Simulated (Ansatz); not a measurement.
`[OH][GeH2][CH2][SiH](O)F`, relaxed with RKS PBE0-D4/def2-TZVP in Ansatz 0.2.0 from a GFN2-xTB geometry. The force threshold is 0.005 eV/Å; the program also tests the step.

Total charge 0; spin multiplicity 1.

Start:

```xyz
13

O    -0.038    1.924   -0.379
Ge    0.691    0.973    0.931
C    -0.310   -0.714    0.909
Si   -0.392   -1.439   -0.843
O    -0.875   -0.369   -1.937
F     1.121   -1.890   -1.182
H     0.216    2.842   -0.433
H     0.519    1.788    2.204
H     2.167    0.878    0.623
H    -1.318   -0.522    1.274
H     0.151   -1.421    1.594
H    -1.225   -2.612   -0.995
H    -0.707    0.561   -1.766
```

Task: How much energy does the relaxation release, and in how many steps? (An estimate is asked.)

Result: The calculation gave: 9.81 kJ/mol, in 13 steps, 1 of them rejected.

Task: Which bonds change most? (An estimate is asked.)

Result: Ansatz gave: C3–Si4 from 1.898 to 1.862 Å; Si4–H12 from 1.447 to 1.477 Å; O1–Ge2 from 1.775 to 1.805 Å; Ge2–H9 from 1.511 to 1.539 Å.

Task: Give the relaxed structure. (Best estimate.)

Result: Computed: 
```xyz
13

O     0.017    1.862   -0.469
Ge    0.655    0.986    0.974
C    -0.268   -0.721    0.884
Si   -0.396   -1.390   -0.849
O    -1.063   -0.302   -1.850
F     1.101   -1.749   -1.292
H     0.471    2.683   -0.667
H     0.298    1.813    2.225
H     2.182    0.861    0.830
H    -1.273   -0.585    1.293
H     0.258   -1.434    1.525
H    -1.178   -2.640   -0.947
H    -0.803    0.614   -1.656
```
